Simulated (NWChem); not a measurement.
System: CClF, singlet; SMILES F[C]Cl

NWChem input:

```
start job
memory heap 200 mb stack 900 mb global 1100 mb
geometry units angstroms noautosym nocenter noautoz
  F     -0.255033     1.452672     0.000000
  C      0.674636     0.564469     0.000000
  Cl    -0.118123    -0.988423     0.000000
end
basis spherical
  * library 6-31g*
end
dft
  xc xpbe96 cpbe96
  iterations 150
end
property
  efieldgrad
end
task dft property
```

Excerpt of the output:

```
             Northwest Computational Chemistry Package (NWChem) 7.3.0
             --------------------------------------------------------

                             Geometry "geometry" -> ""
                             -------------------------

 Output coordinates in angstroms (scale by  1.889725989 to convert to a.u.)

  No.       Tag          Charge          X              Y              Z
 ---- ---------------- ---------- -------------- -------------- --------------
    1 F                    9.0000    -0.25503300     1.45267200     0.00000000
    2 C                    6.0000     0.67463600     0.56446900     0.00000000
    3 Cl                  17.0000    -0.11812300    -0.98842300     0.00000000

 Effective nuclear repulsion energy (a.u.)      86.2973829422

  pbe96 is a nonlocal functional; adding pw91lda local functional.
                              NWChem Property Module
                              ----------------------

  itol2e modified to match energy
  convergence criterion.

                                 NWChem DFT Module
                                 -----------------

 Summary of "ao basis" -> "ao basis" (spherical)
 ------------------------------------------------------------------------------
       Tag                 Description            Shells   Functions and Types
 ---------------- ------------------------------  ------  ---------------------
 F                           6-31g*                  6       14   3s2p1d
 C                           6-31g*                  6       14   3s2p1d
 Cl                          6-31g*                  8       18   4s3p1d

  itol2e modified to match energy
  convergence criterion.

            General Information
            -------------------
          SCF calculation type: DFT
          Wavefunction type:  closed shell.
          No. of atoms     :     3
          No. of electrons :    32
           Alpha electrons :    16
            Beta electrons :    16
          Charge           :     0
          Spin multiplicity:     1
          Use of symmetry is: off; symmetry adaption is: off
          Maximum number of iterations: 150
          AO basis - number of functions:    46
                     number of shells:    20
          Convergence on energy requested:  1.00D-07
          Convergence on density requested:  1.00D-05
          Convergence on gradient requested:  5.00D-04

              XC Information
              --------------
          PerdewBurkeErnzerhof Exchange Functional  1.000
            Perdew 1991 LDA Correlation Functional  1.000 local
           PerdewBurkeErnz. Correlation Functional  1.000 non-local

             Grid Information
             ----------------
          Grid used for XC integration:  fine
          Radial quadrature: Mura-Knowles
          Angular quadrature: Lebedev.
          Tag              B.-S. Rad. Rad. Pts. Rad. Cut. Ang. Pts.
          ---              ---------- --------- --------- ---------
          F                   0.50       70           8.0       590
          C                   0.70       70           7.0       590
          Cl                  1.00      123           7.0       770
          Grid pruning is: on
          Number of quadrature shells:   263
          Spatial weights used:  Erf1

      Superposition of Atomic Density Guess
      -------------------------------------

 Sum of atomic energies:        -596.48316889

      Non-variational initial energy
      ------------------------------

 Total energy =    -597.006488
 1-e energy   =    -996.633254
 2-e energy   =     313.329383
 HOMO         =      -0.253441
 LUMO         =      -0.008897

   convergence    iter        energy       DeltaE   RMS-Dens  Diis-err
 ---------------- ----- ----------------- --------- --------- ---------
 d= 0,ls=0.0,diis     1   -597.5841941642 -6.84D+02  3.91D-02  8.30D-01
 d= 0,ls=0.0,diis     2   -597.0652708419  5.19D-01  3.21D-02  5.12D+00
 d= 0,ls=0.0,diis     3   -597.6762066854 -6.11D-01  1.20D-02  8.05D-02
 d= 0,ls=0.0,diis     4   -597.6735397741  2.67D-03  5.50D-03  1.26D-01
 d= 0,ls=0.0,diis     5   -597.6890826423 -1.55D-02  8.91D-04  3.22D-03
  Resetting Diis
 d= 0,ls=0.0,diis     6   -597.6894057379 -3.23D-04  1.63D-04  6.57D-05
 d= 0,ls=0.0,diis     7   -597.6894153638 -9.63D-06  5.20D-05  1.95D-06
 d= 0,ls=0.0,diis     8   -597.6894152178  1.46D-07  3.45D-05  3.48D-06
 d= 0,ls=0.0,diis     9   -597.6894155507 -3.33D-07  1.06D-05  6.39D-07
 d= 0,ls=0.0,diis    10   -597.6894156154 -6.47D-08  1.36D-06  3.78D-09

         Total DFT energy =     -597.689415615412
      One electron energy =     -996.465736991209
           Coulomb energy =      356.192390786312
    Exchange-Corr. energy =      -43.713452352737
 Nuclear repulsion energy =       86.297382942221

 Numeric. integr. density =       32.000000346003

                       DFT Final Molecular Orbital Analysis
                       ------------------------------------

 Vector   14  Occ=2.000000D+00  E=-3.281285D-01
              MO Center= -7.0D-02, -6.9D-01,  6.6D-10, r^2= 1.6D+00
   Bfn.  Coefficient  Atom+Function         Bfn.  Coefficient  Atom+Function
  ----- ------------  ---------------      ----- ------------  ---------------
    37      0.685879  3 Cl pz                41      0.349289  3 Cl pz
    33     -0.268586  3 Cl pz                 5     -0.209862  1 F  pz
     9     -0.151992  1 F  pz                19      0.139486  2 C  pz
    23      0.077982  2 C  pz

 Vector   15  Occ=2.000000D+00  E=-3.063013D-01
              MO Center= -7.2D-02, -7.0D-01,  3.8D-12, r^2= 1.7D+00
   Bfn.  Coefficient  Atom+Function         Bfn.  Coefficient  Atom+Function
  ----- ------------  ---------------      ----- ------------  ---------------
    35      0.535581  3 Cl px                36     -0.458915  3 Cl py
    39      0.272083  3 Cl px                40     -0.222957  3 Cl py
     4     -0.215926  1 F  py                31     -0.209474  3 Cl px
    32      0.177662  3 Cl py                 8     -0.150277  1 F  py
     3     -0.120425  1 F  px                17      0.081345  2 C  px

 Vector   16  Occ=2.000000D+00  E=-2.276848D-01
              MO Center=  6.4D-01,  3.3D-01,  8.7D-11, r^2= 1.9D+00
   Bfn.  Coefficient  Atom+Function         Bfn.  Coefficient  Atom+Function
  ----- ------------  ---------------      ----- ------------  ---------------
    20      0.578700  2 C  s                 17      0.374671  2 C  px
    35     -0.364748  3 Cl px                 3     -0.261991  1 F  px
    16      0.239815  2 C  s                 36     -0.220705  3 Cl py
    39     -0.214186  3 Cl px                21      0.198620  2 C  px
     7     -0.193648  1 F  px                31      0.138577  3 Cl px

 Vector   17  Occ=0.000000D+00  E=-1.330064D-01
              MO Center=  4.7D-01,  4.3D-01,  1.1D-10, r^2= 1.6D+00
   Bfn.  Coefficient  Atom+Function         Bfn.  Coefficient  Atom+Function
  ----- ------------  ---------------      ----- ------------  ---------------
    19      0.619745  2 C  pz                23      0.484672  2 C  pz
    37     -0.298134  3 Cl pz                 5     -0.290029  1 F  pz
     9     -0.244891  1 F  pz                41     -0.216932  3 Cl pz
    33      0.111554  3 Cl pz                43      0.054715  3 Cl d -1
    45     -0.030891  3 Cl d  1

 Vector   18  Occ=0.000000D+00  E= 4.601925D-03
              MO Center=  1.7D-01, -3.4D-01,  1.0D-10, r^2= 2.3D+00
   Bfn.  Coefficient  Atom+Function         Bfn.  Coefficient  Atom+Function
  ----- ------------  ---------------      ----- ------------  ---------------
    20      0.890271  2 C  s                 40     -0.852981  3 Cl py
    38     -0.754813  3 Cl s                 22     -0.636965  2 C  py
    18     -0.469458  2 C  py                21     -0.448888  2 C  px
    39     -0.398985  3 Cl px                36     -0.353063  3 Cl py
    17     -0.327852  2 C  px                35     -0.192429  3 Cl px

 Vector   19  Occ=0.000000D+00  E= 1.301839D-01
              MO Center=  4.7D-01,  6.5D-01, -6.3D-12, r^2= 1.9D+00
   Bfn.  Coefficient  Atom+Function         Bfn.  Coefficient  Atom+Function
  ----- ------------  ---------------      ----- ------------  ---------------
     6      0.924760  1 F  s                 20     -0.813486  2 C  s
    21      0.767873  2 C  px                22     -0.753023  2 C  py
     7      0.385699  1 F  px                17      0.361896  2 C  px
    18     -0.345572  2 C  py                 8     -0.340686  1 F  py
     3      0.256080  1 F  px                 4     -0.224623  1 F  py

     Multipole analysis of the density
     ---------------------------------

     L   x y z        total         alpha         beta         nuclear
     -   - - -        -----         -----         ----         -------
     0   0 0 0     -0.000000    -16.000000    -16.000000     32.000000

     1   1 0 0     -0.352564      0.065199      0.065199     -0.482961
     1   0 1 0      0.106811      0.376859      0.376859     -0.646908
     1   0 0 1     -0.000000     -0.000000     -0.000000      0.000000

     2   2 0 0    -18.343475    -15.516413    -15.516413     12.689351
     2   1 1 0     -0.399329     -1.869845     -1.869845      3.340360
     2   1 0 1      0.000000      0.000000      0.000000      0.000000
     2   0 2 0    -16.424506    -75.192413    -75.192413    133.960319
     2   0 1 1      0.000000      0.000000      0.000000      0.000000
     2   0 0 2    -16.127254     -8.063627     -8.063627      0.000000

          -----------------------
          Electric field gradient
          -----------------------

 1 a.u. = 0.324123 10**(16) esu/cm**3  ( or statvolts/cm**2 ) = 0.97174 10**(22) v/m**2

 ------------------------------------------------------------
   Atom      X         Y         Z
 ------------------------------------------------------------
    1 F   -0.48194   2.74515   0.00000
 ------------------------------------------------------------

 Electric field gradient in molecular frame (a.u.)
         XX             YY             ZZ             XY             XZ             YZ
 ------------------------------------------------------------------------------------------
        0.156966      -0.121038      -0.035929       1.843694      -0.000000       0.000000

 Principal components (a.u.) and orientation
 of principal axis w.r.t. absolute frame                      Asymmetry parameter eta
 --------------------------------------------------------------------------------------
        1.866891      -1.830962      -0.035929                       0.961510

        0.733205      -0.680007      -0.000000
        0.680007       0.733205       0.000000
        0.000000      -0.000000       1.000000

 ------------------------------------------------------------
   Atom      X         Y         Z
 ------------------------------------------------------------
    2 C    1.27488   1.06669   0.00000
 ------------------------------------------------------------

 Electric field gradient in molecular frame (a.u.)
         XX             YY             ZZ             XY             XZ             YZ
 ------------------------------------------------------------------------------------------
        0.628850      -0.031131      -0.597719       0.093560       0.000000       0.000000

 Principal components (a.u.) and orientation
 of principal axis w.r.t. absolute frame                      Asymmetry parameter eta
 --------------------------------------------------------------------------------------
        0.641857      -0.597719      -0.044138                       0.862469

        0.990474      -0.000000      -0.137697
        0.137697      -0.000000       0.990474
        0.000000       1.000000       0.000000

 ------------------------------------------------------------
   Atom      X         Y         Z
 ------------------------------------------------------------
    3 Cl  -0.22322  -1.86785   0.00000
 ------------------------------------------------------------

 Electric field gradient in molecular frame (a.u.)
         XX             YY             ZZ             XY             XZ             YZ
 ------------------------------------------------------------------------------------------
        1.251542      -1.345164       0.093622      -1.659870       0.000000       0.000000

 Principal components (a.u.) and orientation
 of principal axis w.r.t. absolute frame                      Asymmetry parameter eta
 --------------------------------------------------------------------------------------
       -2.154152       2.060530       0.093622                       0.913078

        0.438116       0.898919       0.000000
        0.898919      -0.438116       0.000000
       -0.000000       0.000000       1.000000
```

Level: PBE/6-31G* (spherical d). Low-valent species are run as closed-shell singlets; no triplet was tried in these runs. The geometry was optimised at PBE0/def2-SVP. NWChem prints the field gradient with the sign opposite to the second derivative of the potential.
